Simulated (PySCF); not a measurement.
C2H9FSi3, SMILES F[Si@H]1C[SiH2]C[SiH2]1.

The structure is a stationary point at B3LYP-D3(BJ)/def2-SVP. The structure was generated by enumeration; whether it is a known compound was not checked. One conformer was computed; it need not be the lowest.

These are PySCF with PBE0/def2-TZVP values and carry that method's errors.

Isolated molecule, no solvent.

```
Property                                                                                                         Result
---------------------------------------------------------------------------------------------  ------------------------
total energy                                                                                        -1049.57898 hartree
highest occupied level                                                                                         -7.74 eV
lowest empty level                                                                                             -0.63 eV
orbital gap                                                                                                     7.11 eV
dipole moment                                                                                                    2.22 D
quadrupole, principal values (traceless, Buckingham form, about the centre of nuclear charge)    -4.45, -0.07, 4.52 D·Å
mean static polarisability                                                                        99.8 bohr³ (14.78 Å³)
polarisability, principal values                                                               83.6, 104.2, 111.4 bohr³
```
